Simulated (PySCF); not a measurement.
**A small calculation by hand: entropy of an ideal gas**

Re(O)3(Me) (CH3O3Re), SMILES [CH3][Re](=[O])(=[O])=[O], multiplicity 1.

Geometry optimised at PBE-D3(BJ)/def2-SVP. The multiplicity is an assumed one; no other spin state was optimised. The isomer is the one that the SMILES or the coordinates give; other isomers of the formula were not compared. The def2 effective core potentials stand for the cores of Re; spin–orbit coupling is left out.

PBE-D3(BJ)/def2-SVP (PySCF 2.14.0) gives the harmonic wavenumbers 189, 205, 205, 258, 318, 318, 566, 707, 707, 971, 971, 994, 1178, 1351, 1351, 2972, 3089, 3089 cm⁻¹ and the rotational temperatures 0.1811, 0.1637, 0.1637 K. The molar mass is 249.24 g/mol, the symmetry number 3, the spin multiplicity 1.

Work out the entropy at 298.15 K and 1 atm in the rigid-rotor, harmonic-oscillator model.


Translation (Sackur–Tetrode at 1 atm): S = R[1.5 ln M + 2.5 ln T − 1.16487] = 177.6 J/(mol K).
Rotation: q = (√π/σ) T^1.5/√(θA θB θC) = 43700, S = R[ln q + 3/2] = 101.3 J/(mol K).
Vibration: with u = 1.4388 ν/T, each mode gives R[u/(e^u − 1) − ln(1 − e^−u)]:
```tsv
ν (cm⁻¹)	modes	u	S (J/(mol K))
189	1	0.91	9.36
205	2	0.99	17.47
258	1	1.25	7.01
318	2	1.53	11.05
566	1	2.73	2.14
707	2	3.41	2.49
971	2	4.69	0.88
994	1	4.80	0.40
1178	1	5.68	0.19
1351	2	6.52	0.18
```
The stiffer modes add less than 0.005 each. Sum 51.2 J/(mol K).
Spin: R ln 1 = 0.0 J/(mol K).
Total 330.1 J/(mol K); the program's own thermochemistry gives 330.1. Translation makes up 54 % and vibration 16 %. Anharmonicity, hindered rotation and orbital degeneracy are left out.
